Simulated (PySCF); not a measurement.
SMILES O[SiH2]Br, B3LYP/def2-SVP optimised geometry.

```
6

O      1.01    -0.71     0.00
Si    -0.64    -0.71     0.00
Br    -1.47     1.38     0.00
H      1.47    -0.30     0.74
H     -1.06    -1.38    -1.25
H     -1.21    -1.37     1.21
```

Density from B3LYP/def2-TZVP run with PySCF 2.14.0 at that geometry.

Minimum of the electron density along straight lines between bonded atoms, close to the bond critical point (lines longer than 1.1 times the sum of covalent radii, or with two minima, are not listed):

```json
[
 {"bond": "O1–Si2", "length / Å": "1.656", "ρ at the minimum / e bohr⁻³": "0.136", "∇²ρ there / e bohr⁻⁵": "___", "position (fraction from the first atom)": "0.59"},
 {"bond": "Si2–Br3", "length / Å": "2.249", "ρ at the minimum / e bohr⁻³": "0.087", "∇²ρ there / e bohr⁻⁵": "___", "position (fraction from the first atom)": "0.35"},
 {"bond": "O1–H4", "length / Å": "0.965", "ρ at the minimum / e bohr⁻³": "0.351", "∇²ρ there / e bohr⁻⁵": "___", "position (fraction from the first atom)": "0.80"},
 {"bond": "Si2–H5", "length / Å": "1.479", "ρ at the minimum / e bohr⁻³": "0.128", "∇²ρ there / e bohr⁻⁵": "0.13", "position (fraction from the first atom)": "0.49"},
 {"bond": "Si2–H6", "length / Å": "1.487", "ρ at the minimum / e bohr⁻³": "0.125", "∇²ρ there / e bohr⁻⁵": "0.12", "position (fraction from the first atom)": "0.49"}
]
```

**Question.** What belongs in the gaps?

**Answer.** 
- O1–Si2, ∇²ρ there / e bohr⁻⁵: 0.77
- Si2–Br3, ∇²ρ there / e bohr⁻⁵: 0.05
- O1–H4, ∇²ρ there / e bohr⁻⁵: -2.36
